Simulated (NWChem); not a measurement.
System: C₂H₃BN₂O; SMILES OB1N=CC=N1

NWChem input:

```
start job
memory heap 200 mb stack 900 mb global 1100 mb
geometry units angstroms noautosym nocenter noautoz
  O     -0.083034    -2.044210     0.000000
  B     -0.045524    -0.711241     0.000000
  N      1.222477     0.095843     0.000000
  C      0.769863     1.284946     0.000000
  C     -0.762425     1.317431     0.000000
  N     -1.268576     0.150541     0.000000
  H      0.806749    -2.418704     0.000000
  H      1.404134     2.186542     0.000000
  H     -1.354958     2.246829     0.000000
end
basis spherical
  * library def2-svpd
end
dft
  xc b3lyp
  iterations 150
end
property
  response 1 0.0
end
task dft property
```

Parts of the log:

```
             Northwest Computational Chemistry Package (NWChem) 7.3.0
             --------------------------------------------------------

                             Geometry "geometry" -> ""
                             -------------------------

 Output coordinates in angstroms (scale by  1.889725989 to convert to a.u.)

  No.       Tag          Charge          X              Y              Z
 ---- ---------------- ---------- -------------- -------------- --------------
    1 O                    8.0000    -0.08303400    -2.04421000     0.00000000
    2 B                    5.0000    -0.04552400    -0.71124100     0.00000000
    3 N                    7.0000     1.22247700     0.09584300     0.00000000
    4 C                    6.0000     0.76986300     1.28494600     0.00000000
    5 C                    6.0000    -0.76242500     1.31743100     0.00000000
    6 N                    7.0000    -1.26857600     0.15054100     0.00000000
    7 H                    1.0000     0.80674900    -2.41870400     0.00000000
    8 H                    1.0000     1.40413400     2.18654200     0.00000000
    9 H                    1.0000    -1.35495800     2.24682900     0.00000000

 Effective nuclear repulsion energy (a.u.)     198.7947287859

                              NWChem Property Module
                              ----------------------

                                 NWChem DFT Module
                                 -----------------

 Summary of "ao basis" -> "ao basis" (spherical)
 ------------------------------------------------------------------------------
       Tag                 Description            Shells   Functions and Types
 ---------------- ------------------------------  ------  ---------------------
 O                         def2-svpd                 9       23   4s3p2d
 B                         def2-svpd                 8       20   4s2p2d
 N                         def2-svpd                 8       20   4s2p2d
 C                         def2-svpd                 8       20   4s2p2d
 H                         def2-svpd                 4        8   2s2p

            General Information
            -------------------
          SCF calculation type: DFT
          Wavefunction type:  closed shell.
          No. of atoms     :     9
          No. of electrons :    42
           Alpha electrons :    21
            Beta electrons :    21
          Charge           :     0
          Spin multiplicity:     1
          Use of symmetry is: off; symmetry adaption is: off
          Maximum number of iterations: 150
          AO basis - number of functions:   147
                     number of shells:    61
          Convergence on energy requested:  1.00D-06
          Convergence on density requested:  1.00D-05
          Convergence on gradient requested:  5.00D-04

              XC Information
              --------------
                         B3LYP Method XC Potential
                     Hartree-Fock (Exact) Exchange  0.200
                        Slater Exchange Functional  0.800 local
                    Becke 1988 Exchange Functional  0.720 non-local
              Lee-Yang-Parr Correlation Functional  0.810
                  VWN I RPA Correlation Functional  0.190 local

             Grid Information
             ----------------
          Grid used for XC integration:  medium
          Radial quadrature: Mura-Knowles
          Angular quadrature: Lebedev.
          Tag              B.-S. Rad. Rad. Pts. Rad. Cut. Ang. Pts.
          ---              ---------- --------- --------- ---------
          O                   0.60       49          12.0       434
          B                   0.85       49          10.0       434
          N                   0.65       49          10.0       434
          C                   0.70       49          12.0       434
          H                   0.35       45          13.0       434
          Grid pruning is: on
          Number of quadrature shells:   429
          Spatial weights used:  Erf1

      Superposition of Atomic Density Guess
      -------------------------------------

 Sum of atomic energies:        -284.43544005

      Non-variational initial energy
      ------------------------------

 Total energy =    -287.702111
 1-e energy   =    -779.236931
 2-e energy   =     292.740091
 HOMO         =      -0.313405
 LUMO         =      -0.124055

   convergence    iter        energy       DeltaE   RMS-Dens  Diis-err
 ---------------- ----- ----------------- --------- --------- ---------
 d= 0,ls=0.0,diis     1   -287.2916126500 -4.86D+02  3.06D-02  1.20D+00
 d= 0,ls=0.0,diis     2   -286.9454671459  3.46D-01  1.86D-02  4.44D+00
 d= 0,ls=0.0,diis     3   -287.4402778733 -4.95D-01  2.56D-03  5.02D-02
 d= 0,ls=0.0,diis     4   -287.4450122144 -4.73D-03  9.03D-04  1.26D-02
 d= 0,ls=0.0,diis     5   -287.4463239190 -1.31D-03  3.47D-04  1.96D-03
  Resetting Diis
 d= 0,ls=0.0,diis     6   -287.4465070396 -1.83D-04  9.86D-05  8.92D-05
 d= 0,ls=0.0,diis     7   -287.4465162100 -9.17D-06  4.09D-05  3.07D-06
 d= 0,ls=0.0,diis     8   -287.4465154676  7.42D-07  2.12D-05  9.16D-06
 d= 0,ls=0.0,diis     9   -287.4465165687 -1.10D-06  8.34D-06  3.38D-07
 d= 0,ls=0.0,diis    10   -287.4465166030 -3.42D-08  1.75D-06  1.26D-08

         Total DFT energy =     -287.446516602962
      One electron energy =     -783.263975142042
           Coulomb energy =      335.430691799885
    Exchange-Corr. energy =      -38.407962046678
 Nuclear repulsion energy =      198.794728785872

 Numeric. integr. density =       41.999995527151

                       DFT Final Molecular Orbital Analysis
                       ------------------------------------

 Vector   19  Occ=2.000000D+00  E=-3.193452D-01
              MO Center= -4.0D-02,  4.9D-01, -1.6D-09, r^2= 2.4D+00
   Bfn.  Coefficient  Atom+Function         Bfn.  Coefficient  Atom+Function
  ----- ------------  ---------------      ----- ------------  ---------------
   110     -0.358776  6 N  pz                50      0.353708  3 N  pz
    90      0.262469  5 C  pz                70     -0.249564  4 C  pz
   113      0.247966  6 N  pz                53     -0.245792  3 N  pz
    93      0.103259  5 C  pz                73     -0.101927  4 C  pz
    42      0.061799  2 B  d  1              82      0.031490  4 C  d  1

 Vector   20  Occ=2.000000D+00  E=-2.899614D-01
              MO Center=  1.0D+00,  3.9D-01,  1.7D-09, r^2= 2.0D+00
   Bfn.  Coefficient  Atom+Function         Bfn.  Coefficient  Atom+Function
  ----- ------------  ---------------      ----- ------------  ---------------
    47      0.581657  3 N  s                 48     -0.482343  3 N  px
    51      0.269753  3 N  px                31     -0.244491  2 B  px
   133     -0.240301  8 H  s                 88      0.234620  5 C  px
    46      0.225734  3 N  s                107     -0.224698  6 N  s
    66     -0.198991  4 C  s                 25     -0.184962  2 B  s

 Vector   21  Occ=2.000000D+00  E=-2.841991D-01
              MO Center= -1.1D+00,  3.0D-01,  5.6D-10, r^2= 1.9D+00
   Bfn.  Coefficient  Atom+Function         Bfn.  Coefficient  Atom+Function
  ----- ------------  ---------------      ----- ------------  ---------------
   107      0.722059  6 N  s                108      0.513476  6 N  px
    47     -0.368520  3 N  s                 31      0.344032  2 B  px
   141     -0.340269  9 H  s                111     -0.290441  6 N  px
    86     -0.219468  5 C  s                106      0.210315  6 N  s
   133      0.198520  8 H  s                 26     -0.192416  2 B  s

 Vector   22  Occ=0.000000D+00  E=-1.208470D-01
              MO Center=  3.3D-03,  5.0D-01,  5.9D-11, r^2= 3.0D+00
   Bfn.  Coefficient  Atom+Function         Bfn.  Coefficient  Atom+Function
  ----- ------------  ---------------      ----- ------------  ---------------
    70      0.304475  4 C  pz                90      0.293212  5 C  pz
    30      0.279719  2 B  pz                50      0.244062  3 N  pz
   110      0.242805  6 N  pz                73      0.222232  4 C  pz
    93      0.211035  5 C  pz                53     -0.200305  3 N  pz
   113     -0.194350  6 N  pz                 7      0.187341  1 O  pz

 Vector   23  Occ=0.000000D+00  E=-1.668584D-03
              MO Center=  7.1D-01, -2.0D+00,  3.5D-09, r^2= 7.8D+00
   Bfn.  Coefficient  Atom+Function         Bfn.  Coefficient  Atom+Function
  ----- ------------  ---------------      ----- ------------  ---------------
    27      3.735480  2 B  s                  4     -3.387955  1 O  s
    26      2.444239  2 B  s                107     -1.302098  6 N  s
    47     -0.957657  3 N  s                 12     -0.923089  1 O  py
    32     -0.854431  2 B  py                11      0.535235  1 O  px
    43     -0.529972  2 B  d  2              41     -0.498935  2 B  d  0

[...]

 DFT Linear Response polarizability / au
 Frequency  =       0.0000000 / au
              X              Y              Z
 -----------------------------------------------
 X      50.1665212     -1.0262576      0.0000000
 Y      -1.0262524     67.2315525      0.0000000
 Z       0.0000000      0.0000000     32.7813726
 -----------------------------------------------
 Eigenvalues =      50.1050257     67.2930480     32.7813726
 Isotropic   =      50.0598154
 Anisotropic =      29.8880646
 -----------------------------------------------

 Magnetic Dipole Response Matrix (nonzero elements):

 Exiting AOResponse driver routine
```

Level: B3LYP/def2-SVPD. Coordinates come from a PBE0/def2-SVP optimisation.
